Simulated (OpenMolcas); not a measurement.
## neutral arsenic: effect of correlating more closed shells

```yaml
Program: OpenMolcas
Basis: ANO-RCC-VTZP [6s5p3d1f]
Scalar_Hamiltonian: DKH2, point nucleus
Active_space: 3 electrons in 3 orbitals (4p)
State_averaging: 2S+1 = 4 odd, 1 root; 2S+1 = 2 odd, 8 roots
Spin-orbit_coupling: state interaction with AMFI integrals over the reference wave functions, term energies averaged over their components
```

Methods on the same reference wave functions:
A. CASSCF
B. SS-CASPT2, IPEA 0.25 Eh, imaginary shift 0.1 Eh (closed shells correlated: 4s)
C. SS-CASPT2, IPEA 0.25 Eh, imaginary shift 0.1 Eh (closed shells correlated: 3d 4s)
D. SS-CASPT2, IPEA 0.25 Eh, imaginary shift 0.1 Eh (closed shells correlated: 3s 3p 3d 4s)

Energies in cm-1 above 4s2 4p3 4S* 3/2, the measured ground level; measured values from NIST Handbook of Basic Atomic Spectroscopic Data.

```tsv
Level	A	B	C	D	Measured
4s2 4p3 4S* 3/2	0.0	0.0	0.0	0.0	0.0
4s2 4p3 2D* 3/2	14532	11480	11600	11560	10593
4s2 4p3 2D* 5/2	14712	11690	11810	11770	10915
4s2 4p3 2P* 1/2	24284	19740	19890	19840	18186
4s2 4p3 2P* 3/2	24525	20030	20170	20120	18648
```

Deviations, from unrounded energies. A percentage is the sum of absolute deviations over the sum of measured energies, with the sign that they share, or ± where signs differ.

```
                        Against measurement  Levels      A     B     C     D
             mean absolute deviation (cm-1)       4   4900  1100  1300  1200
other terms of the ground configuration (%)       4  +33.8  +7.9  +8.8  +8.5
```

B lies closest to measurement on these levels and A furthest from it. The largest miss of B in the table is 4s2 4p3 2P* 1/2, by +1600 cm-1. The ranking rests on the paired levels alone, and a cruder setting can come out closer through cancelling errors.

Among B to D the level of the table that moves most is 4s2 4p3 2P* 1/2, by 150 cm-1 (lowest in B, highest in C). Moves below CASPT2's spread within the term are not significant.

The mean deviations of B to D differ by less than CASPT2's widest spread within a term (180 cm-1), so their order carries little weight.

From A to B the spin-free energies of the other terms of 4s2 4p3 shown, above 4S*, scale by factors of 0.79 to 0.81.

The lowest spin-free term lies below A's lowest term by 0.070 hartree in B, 0.124 hartree in C, 0.150 hartree in D.

What an inner shell adds also hangs on whether the basis holds functions to correlate it.

CASPT2 breaks the degeneracy within a term, and the mean is taken; among the terms shown or strongly mixed into the levels shown the widest spread is 180 cm-1 (4s2 4p3 2D*, D). With the s shell closed, the reference lacks s² → p² mixing. Without dynamic correlation excited terms often stand tens of per cent too high (terms of higher spin than the ground term too low), and those without a measured partner can miss by more than the paired ones (holds for A). Computed and measured levels are paired by configuration, term and J; levels that our copy of the source lacks, or whose pairing is in doubt (as where it misses far off the trend of its configuration), stay unpaired and out of the deviations. Levels of configurations outside the active space are missing.

* marks odd parity.
